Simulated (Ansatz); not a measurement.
Ansatz (a program for electronic structure) input:

Ansatz 0.2 input:
```yaml
crystal:
  periodic: [false, false, false]
  atoms:
    - {symbol: Sn, position_ang: [0.01114602, -0.00128202, 0.95658782]}
    - {symbol: Br, position_ang: [0.97803194, 1.68007376, -0.69251525]}
    - {symbol: Br, position_ang: [-0.99395483, -1.67824230, -0.67403877]}
basis:
  gaussian:
    orbitals: def2-SVPD
magnetization: {spin_polarized: false}
correlation: {method: ccsd_t, electrons: outside_noble_gas}
output: {forces: true}
```

### Question
What final total energy does it print?

### Answer
-5358.03220 Eh (CCSD(T)/def2-SVPD). The basis has 114 functions. The run takes very roughly 28 core-seconds.
